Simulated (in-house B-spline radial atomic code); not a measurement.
Ionisation energies along the 30-electron series, configuration [Ar] 3d10 4s2, as differences of self-consistent energies. NIST's values go from ground level to ground level; the uncertainty of those that are theory runs from under 0.1 % in few-electron ions to several per cent in heavy many-electron ones. Computed with an all-electron radial atomic-structure program (B-spline basis): non-relativistic Hartree-Fock, average of the configuration, point nuclei.

This level leaves out relativity, spin-orbit splitting included, which matters for heavy ions.

| ion | configuration after | ionisation energy (eV) | IE/(q+1)² (eV) | -ε less Coulomb ΔSCF (eV) | tabulated value (eV) | computed minus tabulated (eV) |
| --- | --- | --- | --- | --- | --- | --- |
| Zn | [Ar] 3d10 4s1 | 7.6 | 7.6347 | 0.32478 | 9.394197 | -1.8 |
| Ga+ | [Ar] 3d10 4s1 | 18.5 | 4.615 | 0.26339 | 20.51514 | -2.1 |
| Ge2+ | [Ar] 3d10 4s1 | 31.7 | 3.5253 | 0.23525 | 34.0576 | -2.3 |
| As3+ | [Ar] 3d10 4s1 | 47.2 | 2.948 | 0.21995 | 50.15 | -3.0 |
| Se4+ | [Ar] 3d10 4s1 | 64.6 | 2.5856 | 0.21098 | 68.3 | -3.7 |
| Br5+ | [Ar] 3d10 4s1 | 84.1 | 2.3351 | 0.20551 | 87.39 | -3.3 |
| Kr6+ | [Ar] 3d10 4s1 | ? | ? | ? | ? | ? |
| Rb7+ | [Ar] 3d10 4s1 | 128.6 | 2.0086 | 0.20006 | 132.79 | -4.2 |
| Sr8+ | [Ar] 3d10 4s1 | 153.6 | 1.8958 | 0.19884 | 158.33 | -4.8 |
| Zr10+ | [Ar] 3d10 4s1 | ? | ? | ? | ? | ? |
| Nb11+ | [Ar] 3d10 4s1 | ? | ? | ? | ? | ? |
| Mo12+ | [Ar] 3d10 4s1 | 271.5 | 1.6065 | 0.19818 | 279.1 | -7.6 |
| Tc13+ | [Ar] 3d10 4s1 | 305.4 | 1.5582 | 0.19853 | 311 | -5.6 |
| Ru14+ | [Ar] 3d10 4s1 | 341.1 | 1.5159 | 0.19897 | 348 | -6.9 |
| Rh15+ | [Ar] 3d10 4s1 | 378.5 | 1.4784 | 0.19947 | 389.3 | -10.8 |
| Pd16+ | [Ar] 3d10 4s1 | 417.6 | 1.4451 | 0.20002 | 427 | -9.4 |
| Ag17+ | [Ar] 3d10 4s1 | 458.5 | 1.4152 | 0.20059 | 469 | -10.5 |
| Cd18+ | [Ar] 3d10 4s1 | 501.1 | 1.3882 | 0.20119 | 513 | -11.9 |
| In19+ | [Ar] 3d10 4s1 | 545.5 | 1.3638 | 0.2018 | 560 | -14.5 |

**Question.** Fill in the row of Kr6+.

**Answer.** ionisation energy (eV): 105.4; IE/(q+1)² (eV): 2.1506; -ε less Coulomb ΔSCF (eV): 0.20212; tabulated value (eV): 109.13; computed minus tabulated (eV): -3.8.

**Question.** Fill in the row of Zr10+.

**Answer.** ionisation energy (eV): 209.0; IE/(q+1)² (eV): 1.727; -ε less Coulomb ΔSCF (eV): 0.19795; tabulated value (eV): 214.9; computed minus tabulated (eV): -5.9.

**Question.** Fill in the row of Nb11+.

**Answer.** ionisation energy (eV): 239.4; IE/(q+1)² (eV): 1.6622; -ε less Coulomb ΔSCF (eV): 0.19797; tabulated value (eV): 246.1; computed minus tabulated (eV): -6.7.

**Question.** How far is this level of theory from the measured and semi-empirical values?

**Answer.** Over those 11 rows the differences run from -7.6 to -1.76 eV (mean absolute value 4.1 eV). The calculation leaves out relativity, correlation and, in open shells, the multiplet splittings that an average leaves out.
